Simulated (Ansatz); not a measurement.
One change: `[SH][Sn]([SH])([SH])[Cl]` becomes `[SH][SnH]([SH])[SH]`.

Ansatz, PBE0-D4/def2-TZVP geometries, multiplicity 1. Each molecule was computed in one conformer, which needn't be the lowest.

Elements past krypton have def2 core potentials.

```
                                                                                  property  `[SH][Sn]([SH])([SH])[Cl]`
ideal-gas entropy at 298 K and 1 bar (rigid rotor, harmonic PBE0-D4/def2-TZVP) / J/(mol·K)                         438
                                                     LUMO energy (ωB97M-V/def2-TZVPP) / eV                       -0.32
                                                       HOMO energy (B3LYP/def2-TZVPP) / eV                       -7.58
                                            size of the dipole moment (PBE/def2-TZVPP) / D                        1.69
                                                         LUMO energy (PBE/def2-TZVPP) / eV                       -3.13
                                                     HOMO–LUMO gap (B3LYP/def2-TZVPP) / eV                        5.03
```

**Question.** Give the same properties after the change, and the shifts. (Estimate.)

**Answer.** Computed: 
| property | `[SH][SnH]([SH])[SH]` | shift |
| --- | --- | --- |
| ideal-gas entropy at 298 K and 1 bar (rigid rotor, harmonic PBE0-D4/def2-TZVP) / J/(mol·K) | 403 | -35 |
| LUMO energy (ωB97M-V/def2-TZVPP) / eV | 0.37 | 0.69 |
| HOMO energy (B3LYP/def2-TZVPP) / eV | -7.29 | 0.29 |
| size of the dipole moment (PBE/def2-TZVPP) / D | 0.39 | -1.30 |
| LUMO energy (PBE/def2-TZVPP) / eV | -2.42 | 0.71 |
| HOMO–LUMO gap (B3LYP/def2-TZVPP) / eV | 5.47 | 0.44 |

With PBE0 the HOMO rises by 0.30 eV and the LUMO rises by 0.73 eV, so the gap widens by about 0.43 eV. PBE moves the HOMO by 0.27 eV and ωB97M-V by 0.30 eV. Dipoles are sizes alone; their direction can turn. Modes under 60 cm⁻¹, often nearly free rotors, make the harmonic entropy too high.

B3LYP here is the variant with VWN-RPA as its local correlation; programs differ in this.
